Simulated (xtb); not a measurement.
C4H8NO (SMILES [CH2]C(=O)N(C)C), doublet, geometry from GFN2-xTB; GFN2-xTB (xtb 6.7.1).

Input for xtb:
```
$ xtb mol.xyz --gfn 2 --uhf 1 --acc 0.1 --json

# file mol.xyz
14

C      1.65976568    -0.94200713    -0.15316346
C      0.79434405     0.14846511     0.13409617
O      1.20802231     1.20512703     0.61524242
N     -0.55375410    -0.02185898    -0.12037189
C     -1.46771921     1.00555948     0.30337301
C     -1.12854011    -1.21496915    -0.68598781
H      1.31825804    -1.92677478    -0.40461224
H      2.71033890    -0.79143733     0.01272719
H     -2.06699405     1.35635046    -0.54033177
H     -2.13777724     0.63240220     1.08330828
H     -0.87815217     1.83123658     0.69893060
H     -0.57182946    -1.53955070    -1.56552403
H     -1.15861846    -2.03536458     0.03950843
H     -2.15022780    -0.99715512    -0.99325006
```

What the program printed (banner, timings and long lists left out):

```
   ID    Z sym.   atoms
    1    6 C      1, 2, 5, 6
    2    8 O      3
    3    7 N      4
    4    1 H      7-14

           -------------------------------------------------
          |                Calculation Setup                |
           -------------------------------------------------

           -------------------------------------------------
          |                 G F N 2 - x T B                 |
           -------------------------------------------------

          ...................................................
          :                      SETUP                      :
          :.................................................:
          :  # basis functions                  32          :
          :  # atomic orbitals                  32          :
          :  # shells                           20          :
          :  # electrons                        35          :
          :  max. iterations                   250          :
          :  Hamiltonian                  GFN2-xTB          :
          :  restarted?                      false          :
          :  GBSA solvation                  false          :
          :  PC potential                    false          :
          :  electronic temp.          300.0000000     K    :
          :  accuracy                    0.1000000          :
          :  -> integral cutoff          0.3500000E+02      :
          :  -> integral neglect         0.1000000E-08      :
          :  -> SCF convergence          0.1000000E-06 Eh   :
          :  -> wf. convergence          0.1000000E-04 e    :
          :  Broyden damping             0.4000000          :
          :  net charge                          0          :
          :  unpaired electrons                  1          :
          ...................................................

 iter      E             dE          RMSdq      gap      omega  full diag
   1    -19.6752566 -0.196753E+02  0.409E+00    5.14       0.0  T
   2    -19.7587954 -0.835387E-01  0.334E+00    4.77       1.0  T
   3    -19.7978179 -0.390225E-01  0.203E+00    5.24       1.0  T
   4    -19.6918212  0.105997E+00  0.265E+00    5.19       1.0  T
   5    -19.7991150 -0.107294E+00  0.645E-01    5.10       1.0  T
   6    -19.8015600 -0.244498E-02  0.270E-01    5.25       1.0  T
   7    -19.8015945 -0.345004E-04  0.238E-01    5.24       1.0  T
   8    -19.8020964 -0.501947E-03  0.104E-01    5.27       1.0  T
   9    -19.8021455 -0.491201E-04  0.782E-02    5.28       1.0  T
  10    -19.8021970 -0.514653E-04  0.367E-02    5.29       1.0  T
  11    -19.8022116 -0.145822E-04  0.424E-03    5.30       6.3  T
  12    -19.8022117 -0.151655E-06  0.899E-04    5.30      29.7  T
  13    -19.8022117 -0.505813E-08  0.465E-04    5.30      57.5  T
  14    -19.8022117  0.787519E-09  0.503E-04    5.30      53.1  T
  15    -19.8022117 -0.218684E-08  0.249E-04    5.30     107.3  T
  16    -19.8022117 -0.739011E-09  0.265E-05    5.30    1008.5  T
  17    -19.8022117 -0.672884E-11  0.661E-06    5.30    4040.4  T

   *** convergence criteria satisfied after 17 iterations ***

         :::::::::::::::::::::::::::::::::::::::::::::::::::::
         ::                     SUMMARY                     ::
         :::::::::::::::::::::::::::::::::::::::::::::::::::::
         :: total energy             -19.562733049696 Eh    ::
         :: gradient norm              0.000084466785 Eh/a0 ::
         :: HOMO-LUMO gap              5.297798172240 eV    ::
         ::.................................................::
         :: SCC energy               -19.802197671646 Eh    ::
         :: -> isotropic ES            0.040999159219 Eh    ::
         :: -> anisotropic ES          0.002880658971 Eh    ::
         :: -> anisotropic XC          0.008384630029 Eh    ::
         :: -> dispersion             -0.007952249347 Eh    ::
         :: repulsion energy           0.239464621950 Eh    ::
         :: add. restraining           0.000000000000 Eh    ::
[...]
        25                          0.1727360               4.7004
        26                          0.1866748               5.0797
        27                          0.2109819               5.7411
        28                          0.2351682               6.3993
        29                          0.2363921               6.4326
       ...                                ...                  ...
        32                          0.6116017              16.6425
      -------------------------------------------------------------
                  HL-Gap            0.1946905 Eh            5.2978 eV
             Fermi-level           -0.3181213 Eh           -8.6565 eV

     #   Z          covCN         q      C6AA      α(0)
     1   6 C        2.841    -0.105    30.644     9.072
     2   6 C        2.761     0.259    22.646     7.793
     3   8 O        0.860    -0.461    22.943     6.422
     4   7 N        2.734    -0.087    22.940     7.113
     5   6 C        3.701    -0.049    21.622     6.650
     6   6 C        3.693    -0.050    21.656     6.658
     7   1 H        0.926     0.057     2.231     2.336
     8   1 H        0.926     0.079     1.992     2.207
     9   1 H        0.924     0.049     2.338     2.391
    10   1 H        0.924     0.048     2.341     2.393
    11   1 H        0.925     0.094     1.840     2.121
    12   1 H        0.924     0.056     2.242     2.341
    13   1 H        0.924     0.050     2.325     2.385
    14   1 H        0.925     0.061     2.183     2.311

 Mol. C6AA /au·bohr⁶  :       1672.848879
 Mol. C8AA /au·bohr⁸  :      36129.027645
 Mol. α(0) /au        :         62.193392

Wiberg/Mayer (AO) data.
largest (>0.10) Wiberg bond orders for each atom

 ---------------------------------------------------------------------------
     #   Z sym  total        # sym  WBO       # sym  WBO       # sym  WBO
 ---------------------------------------------------------------------------
     1   6 C    3.461 --     2 C    1.226     8 H    0.979     7 H    0.978
                             3 O    0.133
     2   6 C    3.963 --     3 O    1.551     1 C    1.226     4 N    1.142
     3   8 O    1.965 --     2 C    1.551     4 N    0.211     1 C    0.133
     4   7 N    3.495 --     2 C    1.142     6 C    1.011     5 C    1.011
                             3 O    0.211
     5   6 C    3.967 --     4 N    1.011     9 H    0.971    11 H    0.969
                            10 H    0.969
     6   6 C    3.976 --     4 N    1.011    14 H    0.979    12 H    0.976
                            13 H    0.970
     7   1 H    0.997 --     1 C    0.978
     8   1 H    0.994 --     1 C    0.979
     9   1 H    0.998 --     5 C    0.971
    10   1 H    0.998 --     5 C    0.969
    11   1 H    0.991 --     5 C    0.969
    12   1 H    0.997 --     6 C    0.976
    13   1 H    0.997 --     6 C    0.970
    14   1 H    0.996 --     6 C    0.979
 ---------------------------------------------------------------------------

Topologies differ in total number of bonds
Writing topology from bond orders to xtbtopo.mol

molecular dipole:
                 x           y           z       tot (Debye)
 q only:       -1.074      -1.055      -0.531
   full:       -1.166      -1.325      -0.590       4.731
molecular quadrupole (traceless):
                xx          xy          yy          xz          yz          zz
 q only:        1.383      -4.512      -0.473      -1.474      -0.292      -0.910
  q+dip:        2.128      -5.326      -1.197      -1.683      -1.256      -0.931
   full:        1.560      -5.315      -1.312      -1.813      -1.393      -0.249

           -------------------------------------------------
          | TOTAL ENERGY              -19.562733049696 Eh   |
          | GRADIENT NORM               0.000084466785 Eh/α |
          | HOMO-LUMO GAP               5.297798172240 eV   |
           -------------------------------------------------

normal termination of xtb
```
